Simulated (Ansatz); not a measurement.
Molecule: sum formula H$_{3}$SiO$_{4}$, net charge 0, doublet state. It need not be the lowest isomer of its formula. SMILES: [O][Si](O)(O)O
Structure (B3LYP-D3(BJ)/def2-TZVP (Ansatz, an electronic-structure program) minimum search):
```xyz
8

Si    -0.0018     0.0143    -0.0279
O      0.9145    -0.1529    -1.3971
O     -1.5663    -0.1017    -0.4568
O      0.5755    -1.1955     0.9111
O      0.1575     1.4180     0.7826
H     -2.1885     0.5029    -0.0436
H      0.5494    -2.0921     0.5645
H      1.0146     1.6462     1.1508
```
Charge 0, spin multiplicity 2.

Quantity: atomisation energy (electronic, to ground-state atoms); the coupled-cluster value holds the core correlation from cc-pwCVTZ, in kJ/mol. Valence correlation only, unless marked. UHF or UKS for open shells. No spin-orbit coupling. Non-relativistic. CBS(X,Y): correlation extrapolated as X^-3; Hartree-Fock from the larger set.

Level to compare with: CCSD(T)/CBS(cc-pV(T+d)Z,cc-pV(Q+d)Z) plus the core term (Ansatz), 3251.5 kJ/mol. It is a level with limits of its own, and the differences hold the functionals' basis error too.

**Question.** Rank these functionals by how close they come to CCSD(T)/CBS(cc-pV(T+d)Z,cc-pV(Q+d)Z), closest first: PBE0/def2-TZVPD (Ansatz); wB97X-V/def2-TZVPD (Ansatz); r2SCAN0/def2-TZVPD (Ansatz).

**Answer.** wB97X-V/def2-TZVPD (range-separated hybrid with VV10, 3216.2 kJ/mol, difference -35.3), PBE0/def2-TZVPD (global hybrid, 3153.9 kJ/mol, difference -97.6), r2SCAN0/def2-TZVPD (hybrid meta-GGA, 3132.3 kJ/mol, difference -119.2)
